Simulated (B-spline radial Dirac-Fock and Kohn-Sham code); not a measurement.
Z = 47 (silver), transition energy 821 keV. Method: a Dirac-Hartree-Slater potential of the neutral atom with a Latter tail (no hole, which puts coefficients of high multipoles low close above an edge), finite nucleus with surface currents. Computed with a radial atomic solver. Subshells that would emit electrons below 1 keV are left out.

Question: A pure transition shows α(K) = 0.00978, L1/L2 = 15.1 and L1/L3 = 36.1. What is its multipolarity?
A. E2
B. E1
C. E4
D. M1
E. M2
F. M4
G. M3
H. E3

Answer: G. For comparison, α(K), L1/L2, L1/L3 are E1 0.000593, 47.2, 30.1; E2 0.00148, 17.0, 22.6; E3 0.00330, 7.32, 15.8; E4 0.00705, 3.96, 10.8; M1 0.00167, 36.5, 97.2; M2 0.00434, 22.5, 81.4; M4 0.0212, 10.9, 17.2.
